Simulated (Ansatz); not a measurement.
Molecule: C$_{5}$H$_{11}$O, net charge 0, doublet state. It need not be the lowest isomer of its formula. 
Geometry from a B3LYP-D3(BJ)/def2-TZVP (Ansatz, a quantum-chemistry and plane-wave program) optimisation:
```xyz
17

C      3.2117     0.1792     0.0780
C      1.8976    -0.3995     0.4527
C      0.7050     0.2918    -0.2119
C     -0.6398    -0.2913     0.2128
C     -1.8190     0.3961    -0.4596
O     -3.0798    -0.1023    -0.0246
H      4.1274    -0.3772     0.2223
H      3.2923     1.2139    -0.2288
H      1.7627    -0.3499     1.5464
H      1.8806    -1.4708     0.2190
H      0.8125     0.2224    -1.2989
H      0.7321     1.3593     0.0314
H     -0.7598    -0.2113     1.2972
H     -0.6648    -1.3614    -0.0275
H     -1.7265     0.3179    -1.5510
H     -1.8263     1.4589    -0.2104
H     -3.1252    -1.0414    -0.2343
```
Charge 0, spin multiplicity 2.

Total electronic energies in hartree. Cores are frozen in the correlated levels unless marked. Open shells are spin-unrestricted. Spin-orbit coupling is left out. Non-relativistic. CBS(X,Y): correlation extrapolated as X^-3; Hartree-Fock from the larger set. [CCSD(T)-MP2]/basis is that difference in the basis named.

```
level                                                     program  energy (Eh)
-------------------------------------------------  --------------  -----------
HF/cc-pVTZ                                                 Ansatz   -270.65311
SVWN5/def2-TZVPD                                           Ansatz   -270.00379
PBE/def2-TZVPD                                             Ansatz   -272.05067
r2SCAN-D4/def2-TZVPD                               Ansatz + dftd4   -272.25551
B3LYP-D4/def2-TZVPD                                Ansatz + dftd4          ___
PBE0/6-31G*                                                Ansatz   -271.97581
PBE0-D4/def2-TZVP                                  Ansatz + dftd4   -272.09627
r2SCANh-D4/def2-TZVPD                              Ansatz + dftd4   -272.24542
CAM-B3LYP-D4/def2-TZVPD                            Ansatz + dftd4   -272.28207
wB97M-V/def2-TZVPD                                         Ansatz   -272.27114
B2GP-PLYP/def2-TZVPD                                       Ansatz   -272.11073
MP2/cc-pVDZ                                                Ansatz   -271.44875
SCS-MP2/STO-3G                                             Ansatz   -267.52655
SCS-MP2/cc-pVTZ                                            Ansatz   -271.73888
CCSD/6-31G                                                 Ansatz   -271.05786
CCSD/6-31G*                                                Ansatz   -271.42244
CCSD/cc-pwCVTZ                                             Ansatz   -271.81224
CCSD(T)/STO-3G                                             Ansatz   -267.59257
CCSD(T)/6-31G*                                             Ansatz   -271.44597
CCSD(T)/cc-pVDZ                                            Ansatz   -271.55111
CCSD(T)/cc-pwCVTZ                                          Ansatz   -271.85719
CCSD(T) with core electrons/cc-pwCVTZ                      Ansatz   -272.15242
RI-MP2/CBS(cc-pVTZ,cc-pVQZ)+[CCSD(T)-MP2]/cc-pVTZ          Ansatz    -271.9851
```

### Question
Fill in the missing entries.

### Answer

- B3LYP-D4/def2-TZVPD, energy (Eh): -272.44166
